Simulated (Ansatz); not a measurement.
`FC(S)[TeH]` + NH₃ → `NC(F)[TeH]` + H₂S at 700 K and 1 bar (substitution at a C–S bond).

Computed with Ansatz on PBE0-D4/def2-TZVP structures; ΔE is electronic, products minus reactants. CBS: MP2 limit from def2 TZ/QZ plus the TZ coupled-cluster correction, frozen cores. This one scheme is used for every species. def2 core potentials past Kr. For Te outer-core shells are correlated without core-valence functions, which leaves a few kJ/mol of doubt a bond. Each species was taken in one conformer, which may not be the lowest.

```csv
species,CCSD(T)/CBS energy (Eh),H − E (kJ/mol),S (J/(mol·K))
`FC(S)[TeH]`,-805.11844,153.9,427.5
NH₃,-56.50880,116.9,226.5
`NC(F)[TeH]`,-462.65439,201.7,421.3
H₂S,-398.97279,64.8,236.9
```

H − E and S are ideal-gas, rigid-rotor, harmonic terms from PBE0-D4/def2-TZVP, for one conformer and one mirror image of each species. 1 Eh = 2625.50 kJ/mol, R = 8.31446 J/(mol·K).

Task: By hand: ΔE, ΔH, ΔS and ΔG.

Result: ΔE = (-462.65439) + (-398.97279) − (-805.11844) − (-56.50880) = 0.00006 Eh = 0.2 kJ/mol. Δ(H − E) = 201.7 + 64.8 − 153.9 − 116.9 = -4.3, so ΔH = -4.1 kJ/mol. ΔS = 421.3 + 236.9 − 427.5 − 226.5 = 4.2 J/(mol·K). ΔG = -4.1 − 700 × (4.2)/1000 = -7.0 kJ/mol.

Task: By hand: the equilibrium constant, and the temperature at which ΔG would vanish if ΔH and ΔS stayed fixed.

Result: log₁₀ K = −ΔG/(RT ln 10) = 0.5. ΔH and −TΔS have one sign here, so there is no such temperature.

TΔS isn't small against ΔH here. A doubt of 5 kJ/mol in ΔE shifts log₁₀ K by 0.4 here. Other conformers and mirror images would add mixing entropy, several J/(mol·K) or more a flexible species. These are equilibria of isolated gas molecules and say nothing of rates. Largest T1 diagnostic: 0.012 (customary marks: 0.02 for closed shells, 0.045 for open ones).

ΔS is within the doubt of such terms, so its sign, and with it that verdict, could turn.
